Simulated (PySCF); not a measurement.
Atom-mapped SMILES (the numbers label the heavy atoms): `[CH3:1][O:2][Si:3]([NH2:4])([NH2:5])[C:6]#[N:7]`. Hydrogens are named by the atom that carries them.

[PySCF 2.14.0 with density-fitted response routines: geometry from GFN2-xTB; shielding tensors at PBE0/pcSseg-1 (GIAO); no solvent; non-relativistic; equivalent nuclei averaged; a single conformation]

Referencing at the same level of theory: 13C (σ = 186.93 ppm), 1H (σ = 31.72 ppm), 29Si (σ = 349.16 ppm) against TMS; 17O (σ = 336.08 ppm) vs H2O; NH3 for 15N (σ = 267.73 ppm).

```tsv
atoms	nucleus	count	δ (ppm)
N7	15N	1	?
O2	17O	1	13.3
H(C1)	1H	3	3.95
Si3	29Si	1	-60.9
H(N4)/H(N5)	1H	4	0.88
N4/N5	15N	2	34.0
C6	13C	1	126.0
C1	13C	1	?
```

Q: Complete the table.

A: 
- C1: 52.4 ppm, methyl carbon bonded to O; deshielded by the electronegative neighbour
- N7: 346.7 ppm, nitrile nitrogen

Exchangeable OH/NH protons stand at their gas-phase positions; hydrogen bonding in a real sample shifts them, mostly to higher δ. Shifts are as computed. Against solution values, carbons near 30 ppm lie about +3 ppm off and those near 130 ppm about +5 ppm. Of 1211 compounds with measured shifts, 218 miss one by over three times the rms of a fit or turn the order of signals round; such compounds aren't used in these exercises. Experimental scales use liquid or dissolved standards, which lie at an offset from isolated NH3 (liquid NH3: subtract about 20 ppm) and H2O (liquid H2O: subtract about 36 ppm). Unscaled 15N shifts of sp2 nitrogen come out 20 to 40 ppm too high even then.
